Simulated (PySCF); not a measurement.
# Does the structure fit the spectrum?

A compound C5H11BO3 gives the data below (simulated from a calculation) and was assigned the structure `CO[C@H]1C[C@H](B(O)O)C1`.

$^{13}$C{$^{1}$H} NMR (computed): δ 85.9 (CH), 74.3 (CH2), 40.3 (CH), 21.7 (CH3), 18.0 (CH3).

$^{1}$H NMR (400 MHz, computed): δ 4.22 (m, 1H), 3.75 (m, 1H), 3.75 (m, 1H), 2.78 (br s, 1H), 1.26 (m, 1H), 1.14 (m, 3H), 0.66 (d, 3H).

- PBE0-D3(BJ)/def2-SVP structure
- shieldings: GIAO KT2/pcSseg-1
- program: PySCF 2.14.0 with density-fitted response routines
- no relativistic terms, single conformer, equivalent nuclei averaged, no solvent model

Scale: $^{1}$H (31.18 ppm), $^{13}$C (183.22 ppm) against TMS (reference shieldings calculated alike).

Q: Compare with the shifts computed for the proposed structure, pairing carbons in order of shift.

A: Atom-mapped SMILES (the numbers label the heavy atoms): `[CH3:1][O:2][C@H:3]1[CH2:4][C@H:5]([B:6]([OH:7])[OH:8])[CH2:9]1`; H(Xn) means a hydrogen on atom n.

| atom | computed for proposal | given list | difference |
| --- | --- | --- | --- |
| C3 | 77.7 | 85.9 | -8.2 |
| C1 | 55.8 | 74.3 | -18.5 |
| C4 | 36.0 | 40.3 | -4.3 |
| C9 | 36.0 | 21.7 | +14.3 |
| C5 | 11.7 | 18.0 | -6.3 |

The rms difference is 11.6 ppm and the largest -18.5 ppm at C1 (methyl carbon bonded to O). The proposal also would give 4 carbon signals, not 5. The carbon types in order of shift don't match either: CH, CH3, CH2, CH2, CH for the proposal against CH, CH2, CH, CH3, CH3 in the data. The proposal doesn't fit.

Q: Which isomer fits?

A: SMILES [C@H]1(C(C)C)COB(O)O1.

- δC 85.9: sp3 CH bonded to O; the inductive effect lowers its shielding.
- δC 74.3: sp3 CH2 bonded to O; deshielded by the electronegative neighbour.
- δC 40.3: sp3 CH; aliphatic region, no heteroatom directly attached.
- δH 3.75: hydrogen on an sp3 CH bonded to O; its carbon carries O, which withdraws density.

Other isomers checked: CO[C@H]1C[C@@H](B(O)O)C1 (rms 11.8 ppm); CC(C)OB1OCCO1 (rms 15.0 ppm).

This is the structure that produced the data.

OH and NH positions are those of a molecule without intermolecular hydrogen bonds; in solution they move with solvent, concentration and temperature, and exchange usually removes their couplings. Shifts are as computed. Against solution values, carbons near 30 ppm lie about +2 ppm off and those near 130 ppm about -5 ppm. Of 1309 compounds with measured shifts, 239 miss one by over three times the rms of a fit or turn the order of signals round; such compounds aren't used in these exercises. No couplings were computed; multiplicities are counted from neighbouring protons, with m where these are inequivalent, close in shift, in a saturated or five-membered ring or joined by F or P, and br s for small geminal =CH2 splittings.
